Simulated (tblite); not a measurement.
Species: C₄H₁₅NOSi₃.
Atom-mapped SMILES: `[CH3:1][O:2][C@@H:3]1[SiH2:4][CH2:5][SiH2:6][CH2:7][Si@H:8]1[NH2:9]` (hydrogens: H10, H11, H12 on C1; H13 on C3; H14, H15 on Si4; H16, H17 on C5; H18, H19 on Si6; H20, H21 on C7; H22 on Si8; H23, H24 on N9)

Computed with GFN2-xTB (tblite), gas phase: L-BFGS steps from a force-field or distance-geometry start until the largest atomic force falls under 0.01 eV/Å.

Step 93: E = -772.0334 eV
```
atom  x, y, z in Å  |  force x, y, z in eV/Å
C1      3.1802    0.8436   -0.2696    0.019  -0.008   0.025
O2      2.2309   -0.0211    0.2825    0.014  -0.032   0.012
C3      0.8949    0.1703   -0.2137    0.001  -0.006   0.008
Si4     0.0576    1.6986    0.5551   -0.042   0.022  -0.001
C5     -1.7713    1.6911    0.0441   -0.012  -0.009  -0.001
Si6    -2.7398    0.1223    0.5003    0.018  -0.017  -0.001
C7     -1.8341   -1.3860   -0.2067    0.018  -0.037  -0.008
Si8     0.0131   -1.4645    0.2258    0.001  -0.015   0.013
N9      0.7531   -2.6542   -0.7877    0.010  -0.003   0.005
H10     3.2173    0.7467   -1.3640   -0.011   0.025   0.020
H11     4.1443    0.5568    0.1488    0.023  -0.015  -0.004
H12     2.9776    1.8895   -0.0130   -0.022   0.003  -0.030
H13     0.9489    0.2675   -1.3069   -0.024   0.004  -0.013
H14     0.2147    1.6378    2.0125   -0.002   0.005  -0.002
H15     0.6758    2.9529    0.0817   -0.004   0.021  -0.005
H16    -2.2621    2.5543    0.4900    0.018   0.001  -0.018
H17    -1.8348    1.8315   -1.0351    0.002   0.028   0.010
H18    -4.0998    0.1842   -0.0653   -0.016   0.020  -0.019
H19    -2.8838    0.0187    1.9584    0.032  -0.005   0.022
H20    -2.3154   -2.2929    0.1518   -0.007  -0.008   0.013
H21    -1.9504   -1.3988   -1.2896    0.017   0.016   0.002
H22     0.1795   -1.6816    1.6751   -0.013   0.006  -0.017
H23     0.4310   -3.6078   -0.7368   -0.003   0.012  -0.001
H24     1.7607   -2.6393   -0.8304   -0.015  -0.007  -0.009
```

Step 94: E = -772.0338 eV
```
atom  x, y, z in Å  |  force x, y, z in eV/Å
C1      3.1814    0.8460   -0.2580    0.004  -0.008   0.012
O2      2.2314   -0.0242    0.2862    0.025  -0.008  -0.006
C3      0.8970    0.1691   -0.2139   -0.003  -0.014   0.006
Si4     0.0581    1.6999    0.5485   -0.045   0.019  -0.003
C5     -1.7710    1.6887    0.0371   -0.018   0.003  -0.009
Si6    -2.7386    0.1216    0.5038    0.016   0.016   0.010
C7     -1.8371   -1.3884   -0.2024    0.031  -0.025  -0.001
Si8     0.0123   -1.4657    0.2213    0.021  -0.034   0.023
N9      0.7488   -2.6536   -0.7986   -0.007   0.001   0.022
H10     3.2185    0.7591   -1.3538   -0.010   0.021   0.038
H11     4.1463    0.5570    0.1576    0.010  -0.016  -0.002
H12     2.9772    1.8901    0.0064   -0.017  -0.013  -0.027
H13     0.9541    0.2654   -1.3073   -0.020   0.005  -0.010
H14     0.2179    1.6478    2.0061   -0.006   0.003  -0.006
H15     0.6739    2.9529    0.0679   -0.003   0.021  -0.006
H16    -2.2612    2.5553    0.4783    0.021  -0.014  -0.019
H17    -1.8354    1.8247   -1.0435    0.006   0.017   0.031
H18    -4.1032    0.1837   -0.0513   -0.009   0.017  -0.019
H19    -2.8714    0.0223    1.9636    0.030  -0.003   0.017
H20    -2.3173   -2.2925    0.1633   -0.008  -0.025   0.009
H21    -1.9586   -1.4043   -1.2840    0.012   0.009  -0.018
H22     0.1832   -1.6880    1.6701   -0.014   0.009  -0.030
H23     0.4256   -3.6073   -0.7467    0.006   0.026  -0.004
H24     1.7564   -2.6397   -0.8432   -0.020  -0.009  -0.008
```

Step 95: E = -772.0343 eV
```
atom  x, y, z in Å  |  force x, y, z in eV/Å
C1      3.1807    0.8470   -0.2545    0.005  -0.004   0.009
O2      2.2327   -0.0249    0.2896    0.004  -0.014  -0.008
C3      0.8981    0.1682   -0.2109   -0.010  -0.014   0.003
Si4     0.0578    1.7012    0.5477   -0.027   0.007  -0.006
C5     -1.7708    1.6878    0.0344   -0.007   0.011  -0.003
Si6    -2.7370    0.1208    0.5031    0.006   0.026   0.019
C7     -1.8376   -1.3902   -0.2026    0.026  -0.006   0.008
Si8     0.0115   -1.4674    0.2198    0.036  -0.026   0.027
N9      0.7481   -2.6544   -0.8012   -0.011  -0.001   0.022
H10     3.2147    0.7625   -1.3499   -0.005   0.012   0.009
H11     4.1479    0.5592    0.1569    0.000  -0.012   0.006
H12     2.9736    1.8901    0.0097   -0.008  -0.002  -0.010
H13     0.9549    0.2649   -1.3046   -0.012   0.004  -0.005
H14     0.2200    1.6540    2.0053   -0.011   0.001  -0.008
H15     0.6746    2.9527    0.0639   -0.008   0.020  -0.006
H16    -2.2606    2.5548    0.4743    0.011  -0.008  -0.006
H17    -1.8348    1.8252   -1.0455    0.008   0.007   0.016
H18    -4.1041    0.1859   -0.0469    0.000   0.012  -0.016
H19    -2.8622    0.0212    1.9636    0.024  -0.001   0.016
H20    -2.3190   -2.2921    0.1660   -0.007  -0.037   0.002
H21    -1.9603   -1.4059   -1.2835    0.008  -0.002  -0.036
H22     0.1800   -1.6921    1.6679   -0.009   0.007  -0.019
H23     0.4244   -3.6079   -0.7489    0.007   0.026  -0.006
H24     1.7556   -2.6409   -0.8462   -0.019  -0.008  -0.007
```

**Question.** Estimate the geometry and energy of step 96. (The exact step hangs on the optimiser's Hessian estimate; all steps are aligned on step 95, rigid shifts and turns removed.)

**Answer.** E = -772.0347 eV, largest force 0.036 eV/Å
```
atom  x, y, z in Å  |  force x, y, z in eV/Å
C1      3.1822    0.8483   -0.2442   -0.011  -0.003  -0.002
O2      2.2326   -0.0286    0.2907    0.000   0.009  -0.024
C3      0.8991    0.1671   -0.2129   -0.008  -0.008   0.000
Si4     0.0568    1.7026    0.5412    0.000  -0.005  -0.008
C5     -1.7716    1.6856    0.0284   -0.006   0.013  -0.005
Si6    -2.7363    0.1207    0.5079    0.000   0.026   0.020
C7     -1.8390   -1.3921   -0.1979    0.015   0.006   0.008
Si8     0.0120   -1.4685    0.2171    0.027  -0.012   0.021
N9      0.7440   -2.6536   -0.8086    0.001  -0.002   0.014
H10     3.2176    0.7737   -1.3405   -0.003   0.004   0.016
H11     4.1490    0.5571    0.1662   -0.012  -0.007   0.005
H12     2.9731    1.8897    0.0267    0.000  -0.016  -0.001
H13     0.9577    0.2635   -1.3070   -0.006   0.003   0.007
H14     0.2221    1.6592    1.9987   -0.016   0.003  -0.009
H15     0.6732    2.9536    0.0536   -0.014   0.012  -0.006
H16    -2.2604    2.5557    0.4626    0.004  -0.006   0.002
H17    -1.8360    1.8173   -1.0522    0.008   0.001   0.014
H18    -4.1072    0.1853   -0.0359    0.020   0.009  -0.006
H19    -2.8514    0.0253    1.9703    0.020   0.001   0.002
H20    -2.3198   -2.2930    0.1745    0.001  -0.032  -0.007
H21    -1.9656   -1.4078   -1.2785    0.007  -0.011  -0.030
H22     0.1852   -1.6931    1.6636   -0.007   0.001  -0.002
H23     0.4197   -3.6068   -0.7583    0.002   0.017  -0.005
H24     1.7514   -2.6414   -0.8580   -0.021  -0.005  -0.006
```

The energy changes by -0.0004 eV. The first-order estimate −F·Δx gives -0.0005 eV and the mean of the old and new forces, exact on a quadratic surface, -0.0004 eV. The step makes an angle of 84° with the force vector and moves no atom by more than 0.017 Å.

What follows is the cost of the whole relaxation. Hardware: an Intel Xeon at 2.50 GHz with one thread, shared host with 64 logical CPUs at a one-minute load of 60. Cost: 4.4 s.
